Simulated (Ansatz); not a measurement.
A structure relaxed at PBE0-D4/def2-SVP in Ansatz, charge 0, singlet:

Cartesian coordinates in Å:
```
In 0.0795 0.8879 0.0376
O -1.1713 -1.4253 1.0022
O -0.2113 -1.1250 -0.0220
O 1.2206 1.3631 -1.5224
H -0.7964 -2.2392 1.3640
H 1.4243 0.5909 -2.0633
H -0.5454 1.9476 1.2039
```

(1) Give its formula.

(2) Summarise the bond lengths by kind (pairs closer than 1.2 times the sum of covalent radii, bridged metal pairs left out).

Results:

(1) InO3H3.

(2) 2 × In–O 1.99 to 2.03 Å; 1 × O–O 1.44 Å; 2 × H–O 0.96 to 0.97 Å; 1 × H–In 1.70 Å.

In the def2 sets In takes a core potential; there is no spin–orbit coupling. The structure holds 1 bond(s) between oxygen atoms. Another isomer (singlet) lies 3.42 eV lower at PBE0-D4/def2-TZVP; other spin states weren't run for this one.
